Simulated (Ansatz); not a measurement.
A run for Ansatz (a quantum-chemistry and plane-wave program): R-BLYP/def2-TZVPP on AlH4NO2 (SMILES [NH2][Al]([OH])[OH]), a point of a torsion scan.

Ansatz 0.2 input:
```yaml
crystal:
  periodic: [false, false, false]
  atoms:
    - {symbol: N, position_ang: [1.37248873, -0.07968312, 0.15426843]}
    - {symbol: Al, position_ang: [-0.37208569, 0.06173672, -0.15081688]}
    - {symbol: O, position_ang: [-1.15438961, -1.34420345, -0.51070154]}
    - {symbol: O, position_ang: [-1.18215096, 1.50072913, -0.08530046]}
    - {symbol: H, position_ang: [1.99631921, 0.67214172, 0.39583246]}
    - {symbol: H, position_ang: [1.87005514, -0.95287617, 0.11549257]}
    - {symbol: H, position_ang: [-1.93203039, -1.83483822, -0.73117861]}
    - {symbol: H, position_ang: [-1.21190486, 2.43578317, 0.04480752]}
basis:
  gaussian:
    orbitals: def2-TZVPP
hamiltonian:
  xc: {name: BLYP}
scf: {lower_state_search: off}
```

It printed:

```
WARN ansatz: RAYON_NUM_THREADS=1 ignored (pool sized by the plan → 1); use --threads N
Functional definition: BLYP
these checks for a lower state are left out or cut short: stability, starts, cluster_reference, orbital_swaps, neighbouring_geometries, increment
integrals: 0.09 GiB planned
962 factors; their error is unknown
mean field: 0.66 GiB planned
mean field evaluation 1: about -12225.8790 eV, gradient 1.3e2 eV
mean field evaluation 2: about -12116.9027 eV, gradient 2.4e2 eV
mean field evaluation 4: about -12251.0177 eV, gradient 2.5e1 eV
mean field evaluation 8: about -12252.1639 eV, gradient 8.6e-2 eV
mean field evaluation 16: about -12252.1532 eV, gradient 9.2e-6 eV
mean field -12252.15319427 eV, -450.2583250818 hartree, gradient 1.7e-6 eV, S^2 0.000000; 0 other end points of the search recorded, 0 dependent functions left out
reference -12252.15352487 eV, -450.2583372311 hartree; 20, 20 occupied and 171, 171 virtual orbitals, 962 factors
Total energy: -12252.15352487 eV, -450.2583372311 hartree
Checks for a lower state left out: stability, starts, cluster_reference, orbital_swaps, neighbouring_geometries, increment
```

The run converged.

Cost: roughly 1.3 core-seconds.
